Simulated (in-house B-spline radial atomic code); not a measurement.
Results of a calculation; reference values are marked as such.
C ion on Cu atom: potential, deflection and energy transfer

The pair potential comes from two frozen, spherical free-atom densities (PBE, B-spline radial code, scalar-relativistic past argon): electrostatics plus the change in Thomas-Fermi kinetic and Dirac exchange energy where they overlap, the recipe behind the universal ZBL potential, which averages such potentials (from solid-state densities) over many pairs. It is written V = (Z1 Z2 e²/r) φ(r/a), with e² = 14.3996 eV·Å and a = 0.46850 Å/(Z1^0.23 + Z2^0.23); ZBL's fit is φ = 0.18175 e^(−3.1998x) + 0.50986 e^(−0.94229x) + 0.28022 e^(−0.4029x) + 0.02817 e^(−0.20162x). Where φ falls below 4e-4 it is continued as an exponential.

Masses 12.01 and 63.55 u.

| x = r/a | φ, this pair | φ, ZBL |
| --- | --- | --- |
| 0.1 | 0.8926 | 0.8928 |
| 0.5 | 0.6267 | 0.6096 |
| 1.5 | 0.3165 | 0.2995 |
| 3 | 0.1385 | 0.1292 |
| 5 | 0.05376 | 0.05224 |
| 8 | 0.01879 | 0.01705 |
| 12 | 0.005046 | 0.00474 |
| 17 | 0.0008869 | 0.001212 |

(1) At x = 3 the electrostatic, kinetic and exchange parts are 352.39, 613.59 and -57.6 eV. Find r, V and φ.

(2) The ion comes in at 23.4 keV with impact parameter 0.2547 Å. The scattering integral gives a centre-of-mass angle of 10.42° and a closest approach of 2.114 a. What are the reduced energy, the energy passed on and the laboratory angles?

Answers

(1) a = 0.46850/(1.5100 + 2.1695) = 0.12733 Å, so r = 0.38199 Å. V = 352.39 + 613.59 + (-57.6) = 908.38 eV. The bare repulsion is 6 × 29 × 14.3996/0.38199 = 6559.2 eV, so φ = 0.1385, +7.1 % against ZBL's 0.1292. The kinetic (Pauli) term is 68 % of V here.

(2) ε = E a M2/(Z1 Z2 e² (M1 + M2)) = 23400 × 4.2742e-05 = 1. The most that one collision can pass on is γE with γ = 4 M1 M2/(M1 + M2)² = 0.5347. Here T = γE sin²(θ/2) = 0.5347 × 23400 × 0.008251 = 103.2 eV. The ion turns by arctan(sin θ/(cos θ + M1/M2)) = 8.8°, and the struck atom leaves at (180° − θ)/2 = 84.8°. The closest approach is 0.269 Å. With ZBL the angle would be 9.88° and T = 92.74 eV.
